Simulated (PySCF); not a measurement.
## Computed properties of Se(Et)(OMe) (C3H8OSe), SMILES CO[Se]CC

Se(Et)(OMe) (C3H8OSe), SMILES O(C)[Se]CC. Geometry: TPSSh-D3(BJ)/def2-SVP. The values are those of a single conformer. All values are computed for the isolated molecule unless a solvent is named; none is compared with measurement here.

**Structure.** All 33 harmonic modes at TPSSh-D3(BJ)/def2-SVP (PySCF) are real, so it is a minimum. With heavy atoms numbered as in [Se:1]([CH2:2][CH3:3])[O:9][CH3:10], the shortest bond between them is O9–C10 at 1.421 Å and the longest Se1–C2 at 1.959 Å.

**Vibrations.** The strongest infrared lines (harmonic, unscaled, degenerate partners summed) lie at 1059 cm⁻¹ (110 km/mol, O 48 %, C 43 %, H 9 %), 2995 cm⁻¹ (70 km/mol, H 98 %), 3072 cm⁻¹ (49 km/mol, H 90 %, C 10 %). The softest mode is at 63 cm⁻¹ and the zero-point energy is 67.3 kcal/mol.

**Electronic structure.** ωB97X/def2-TZVP (PySCF) places the frontier levels at -8.58 and 1.36 eV, a gap of 9.94 eV, and gives a dipole moment of 1.74 D and a mean polarisability of 68.0 bohr³. PBE/def2-TZVP (PySCF) at the same geometry gives -5.03 and -1.83 eV, so its gap is 6.74 eV narrower. An orbital gap is neither the optical nor the fundamental gap.

**Excitations.** TDA-B3LYP/def2-SVPD (PySCF) has S1 at 3.64 eV (341 nm, f = 0.000, dark); the most intense of the 10 singlets computed lies at 7.01 eV (f = 0.13). T1 (TDA) is at 2.88 eV, 0.76 eV under S1. TDA-PBE/def2-SVPD (PySCF) puts S1 at 3.50 eV. No vertical singlet excitation falls in the visible range (under 3.1 eV).

**NMR.** GIAO shifts at PBE0/pcSseg-1 (PySCF) (non-relativistic, atoms alike by connectivity averaged): ¹³C from 18.9 to 71.5 ppm against TMS; ¹H from 1.9 to 3.9 ppm against TMS.
